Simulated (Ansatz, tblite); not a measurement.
Removing an electron: CdMe2 (C₂H₆Cd). Total charge 0; singlet. Geometry: PBE0-D4/def2-TZVP. Ansatz, gas phase; energy differences of separate SCF runs; the oxidised species was run as a doublet alone.

```
atom    x (Å)    y (Å)    z (Å)
 Cd1   0.0000   0.0001  -0.0003
  C2   2.1085   0.1478  -0.0088
  H3   2.4207   1.1922  -0.0721
  H4   2.5288  -0.3879  -0.8623
  H5   2.5269  -0.2802   0.9044
  C6  -2.1085  -0.1478   0.0083
  H7  -2.5220   0.3126   0.9079
  H8  -2.4207  -1.1938  -0.0158
  H9  -2.5338   0.3570  -0.8615
```

In the def2 sets Cd takes a core potential; there is no spin–orbit coupling. The xTB rows come from tblite.

**Question.** Estimate orbital energies and vertical ionisation energies at: GFN1-xTB; GFN2-xTB; PBE-D4/def2-TZVP; r2SCAN-D4/def2-TZVP; PBE0-D4/def2-TZVP.

**Answer.** 
| level | −HOMO (eV) | vertical IE (eV) | −LUMO (eV) | HOMO–LUMO gap (eV) |
| --- | --- | --- | --- | --- |
| GFN1-xTB | 9.67 | 12.64 | 5.15 | 4.52 |
| GFN2-xTB | 8.78 | 12.14 | 4.24 | 4.54 |
| PBE-D4/def2-TZVP | 5.77 | 8.78 | 0.68 | 5.09 |
| r2SCAN-D4/def2-TZVP | 5.95 | 8.71 | 0.34 | 5.61 |
| PBE0-D4/def2-TZVP | 6.84 | 8.84 | 0.00 | 6.84 |

  Raw xTB energy differences between charge states are shifted by several eV; the methods need an empirical correction for them.
